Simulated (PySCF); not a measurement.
Ga(SH)3 (GaH3S3), SMILES [SH][Ga]([SH])[SH].

Geometry: PBE-D3(BJ)/def2-SVP. The structure was generated by enumeration; whether it is a known compound was not checked. One conformer was computed; it need not be the lowest.

Two levels are set side by side: TDDFT-PBE/def2-SVPD (PySCF) and TDDFT-LC-ωPBE/def2-SVPD (PySCF). Vertical, same geometry. The lowest singlet is HOMO→LUMO 100 % with PBE and HOMO−1→LUMO 45 %, HOMO−1→LUMO+2 43 % with the other functional; states are paired by order. Differences are taken from unrounded values.

```
quantity                              TDDFT-LC-ωPBE  TDDFT-PBE  TDDFT-PBE minus TDDFT-LC-ωPBE
------------------------------------  -------------  ---------  -----------------------------
lowest singlet excitation (eV)                 5.75       4.40                          -1.35
lowest triplet excitation (TDA) (eV)           5.35       4.17                          -1.18
```

Functionals without exact exchange tend to place singlet excitations lower, as here. Differences between two approximate levels are no errors against the true value.

Rough cost on one machine, each run with all the roots and properties that it gave: TDDFT-LC-ωPBE against TDDFT-PBE about 7 times.
